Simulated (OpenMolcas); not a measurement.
# Be: effect of the basis set

```json
{"Program": "OpenMolcas", "Method": "CASSCF", "Active space": "2 electrons in 4 orbitals (2s 2p)", "State averaging": "2S+1 = 3 even, 3 roots; 2S+1 = 1 even, 6 roots; 2S+1 = 3 odd, 3 roots; 2S+1 = 1 odd, 3 roots", "Spin-orbit coupling": "state interaction with AMFI integrals over the reference wave functions, term energies averaged over their components"}
```

A. ANO-RCC-VDZP [3s2p1d], DKH2, point nucleus; cost about 9 core-seconds
B. ANO-R2 [4s3p1d], X2C, finite nucleus; cost roughly 11 core-seconds
C. ANO-RCC-VTZP [4s3p2d1f], DKH2, point nucleus; cost of the order of 11 core-seconds
D. ANO-L-VTZP [4s3p2d1f], non-relativistic, point nucleus; cost about 12 core-seconds
E. ANO-R3 [5s4p2d1f], X2C, finite nucleus; cost of the order of 7 core-seconds
F. ANO-RCC-VQZP [5s4p3d2f1g], DKH2, point nucleus; cost roughly 16 core-seconds

Energies in cm-1 above 2s2 1S0, the measured ground level; measured values from NIST Handbook of Basic Atomic Spectroscopic Data.

```
      Level      A      B      C      D      E      F  Measured
    2s2 1S0    0.0    0.0    0.0    0.0    0.0    0.0       0.0
2s 2p 3P* 0  22841  22932  21948  21886  22816  21938     21978
2s 2p 3P* 1  22842  22933  21949  21887  22817  21939     21979
2s 2p 3P* 2  22844  22935  21951  21889  22820  21941     21981
2s 2p 1P* 1  54454  53863  49147  49121  53359  49124     42565
    2p2 3P0  62096  62262  60491  60346  62085  60443     59694
    2p2 3P1  62097  62263  60492  60347  62086  60444     59695
    2p2 3P2  62098  62265  60494  60349  62088  60446     59697
    2p2 1D2  70258  70411  67976  67761  70142  67913     56882
```

Deviations, from unrounded energies. A percentage is the sum of absolute deviations over the sum of measured energies, with the sign that they share, or ± where signs differ.

```
           Against measurement  Levels      A      B     C     D     E     F
mean absolute deviation (cm-1)       8   4400   4400  2500  2500  4200  2500
      other configurations (%)       8  +10.2  +10.3  ±5.9  ±5.7  +9.8  ±5.8
```

C, D, F lie about equally close to measurement and B furthest from it. The largest miss of D in the table is 2p2 1D2, by +11000 cm-1. The ranking rests on the paired levels alone, and a cruder setting can come out closer through cancelling errors.

Among A to F the level of the table that moves most is 2s 2p 1P* 1, by 5300 cm-1 (lowest in D, highest in A).

Without dynamic correlation excited terms often stand tens of per cent too high (terms of higher spin than the ground term too low), and those without a measured partner can miss by more than the paired ones. The ANO-R sets hold no well-fitted valence p shell for this element, so s → p excitations can come out far too high (holds for B; E). Measured partners are found by configuration, term and J. A level has none where our copy of the source lacks it or the pairing is in doubt (some pairs that miss far off the trend of their configuration count as doubtful), and it then counts in no deviation. Levels of configurations outside the active space are missing.

* marks odd parity.
